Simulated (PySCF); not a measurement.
Isomers of C5H12B2O2. Theory: PySCF, PBE0-D3(BJ)/def2-SVP geometry optimisation, gas phase. One conformer each; no zero-point energy, no entropy. No frequencies were run at this level. Point groups hold within 0.08 Å.

**Question.** Order them by energy at this level, lowest first, and give relative energies in kcal/mol.
A. `[OH:1][B:2]([OH:3])[B:4]1[CH2:5][CH2:6][CH2:7][CH2:8][CH2:9]1` with H–O1–B2–O3 0°, O1–B2–O3–H 1°, B2–B4–C5–C6 -166°, B4–C5–C6–C7 -39°, C5–C6–C7–C8 59°, C6–C7–C8–C9 -59°
B. `[CH3:1][B:2]([CH3:3])[CH:4]1[CH2:5][O:6][BH:7][O:8][CH2:9]1` with C1–B2–C4–C5 107°, B2–C4–C5–O6 -73°, C4–C5–O6–B7 -30°, C5–O6–B7–O8 1°, O6–B7–O8–C9 1°

**Answer.** A (0.0), B (5.5).

As drawn, the lower has an O–H bond, which the higher lacks.

```csv
SMILES,E (Eh),E rel (kcal/mol),dipole (D),point group,"A, B, C (MHz)"
OB(O)B1CCCCC1,-397.26830,0.0,2.63,near Cs,"2985, 929.5, 733.4"
CB(C)C1COBOC1,-397.25955,5.5,3.05,C1,"2385, 1351, 1183"
```

**Question.** How do the relative energies change in single points at PBE0/pcSseg-1 (no added dispersion term) on the same geometries?

**Answer.** 
| SMILES | PBE0-D3(BJ)/def2-SVP (kcal/mol) | PBE0/pcSseg-1 (kcal/mol) | shift |
| --- | --- | --- | --- |
| OB(O)B1CCCCC1 | 0.0 | 0.0 | 0.0 |
| CB(C)C1COBOC1 | 5.5 | 5.6 | +0.1 |

Each column counts from its own lowest isomer. The order is unchanged; the largest shift is 0.1 kcal/mol.
